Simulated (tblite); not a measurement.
Species: C₃H₈AsB.
Cartesian coordinates in Å at the GFN2-xTB level; atoms count from 1:
```xyz
13
C3H8AsB angstrom
B      2.734    0.137    0.474
As     1.247    0.258   -0.822
C     -0.154   -0.719    0.261
C     -1.515   -0.342   -0.188
C     -2.352    0.405    0.512
H      3.493    1.017    0.614
H      2.944   -0.863    1.048
H      0.809    1.643   -0.429
H      0.028   -1.785    0.094
H     -0.018   -0.501    1.321
H     -1.797   -0.694   -1.174
H     -2.096    0.772    1.494
H     -3.327    0.672    0.141
```

Level: GFN2-xTB in tblite, geometry and Hessian alike; calculated harmonic values, unscaled, isolated species. The method is semi-empirical: single wavenumbers can be off by several per cent or more. Modes of hydrogen on arsenic and boron can be 10 to 20 % off. One conformer, not necessarily the lowest.

Harmonic wavenumbers (cm⁻¹): 47.1, 81.9, 135.0, 207.7, 240.6, 390.0, 486.0, 507.2, 580.2, 644.1, 685.0, 711.3, 787.5, 847.1, 882.8, 954.1, 1004.7, 1046.4, 1148.7, 1158.7, 1188.1, 1286.7, 1408.0, 1444.7, 1700.4, 1880.1, 2611.2, 2646.5, 2919.4, 2953.9, 3026.6, 3090.3, 3122.5.

A = 8122, B = 1586, C = 1482 MHz; mass 129.994 u (most abundant isotopes); point group C1, symmetry number 1.

**Question.** What is the zero-point energy?

**Answer.** ½Σν̃ = 20912 cm⁻¹ = 59.79 kcal/mol.

**Question.** Give the ideal-gas entropy at 273.15 K and 1 bar in the rigid-rotor, harmonic-oscillator model (classical rotation).

**Answer.** Translation 40.09, rotation 26.96, vibration 18.59: S = 85.6 cal/(mol K).

**Question.** And Cp and H(273.15 K) − H(0)?

**Answer.** Cp = 27.33 cal/(mol K), of which vibrations give 19.38 (their classical limit is 33 R = 65.6); H(273.15 K) − H(0) = 4.83 kcal/mol without the zero-point energy, 2.66 from vibrations.

**Question.** How do the functions run with temperature in this model?

**Answer.** 
| T (K) | S (cal/(mol K)) | Cp (cal/(mol K)) | H − H(0) (kcal/mol) | G − H(0) (kcal/mol) | ln q(vib) |
| --- | --- | --- | --- | --- | --- |
| 150 | 72.2 | 18.5 | 2.01 | -8.82 | 2.24 |
| 250 | 83.3 | 25.7 | 4.21 | -16.61 | 4.05 |
| 298.15 | 88.1 | 29.1 | 5.53 | -20.74 | 4.91 |
| 400 | 97.6 | 35.7 | 8.84 | -30.20 | 6.73 |
| 600 | 114.0 | 45.2 | 16.99 | -51.41 | 10.23 |
| 900 | 134.2 | 54.4 | 32.04 | -88.76 | 15.12 |

q(vib) and H(0) count from the zero-point level.

**Question.** Which modes carry the vibrational entropy at 273.15 K?

**Answer.** 47.1 cm⁻¹: 4.76; 81.9 cm⁻¹: 3.67; 135.0 cm⁻¹: 2.71; 207.7 cm⁻¹: 1.90; 240.6 cm⁻¹: 1.64; 390.0 cm⁻¹: 0.87 cal/(mol K); the other 27 give 3.03 together.

**Question.** Blend soft modes into free rotors: weight 1/[1 + (100 cm⁻¹/ν̃)⁴] for the oscillator and the rest for a rotor with moment μB/(μ + B), μ = h/(8π²ν), B = 10⁻⁴⁴ kg m². What vibrational entropy results?

**Answer.** 16.88 cal/(mol K) in place of 18.59, which changes −T·S at 273.15 K by +0.47 kcal/mol.

Hindered rotation and anharmonicity are outside this model. Other conformers, if any are populated, would add a mixing term that is left out. The structure is chiral; the term R ln 2 for an equal mix with its mirror image is left out.
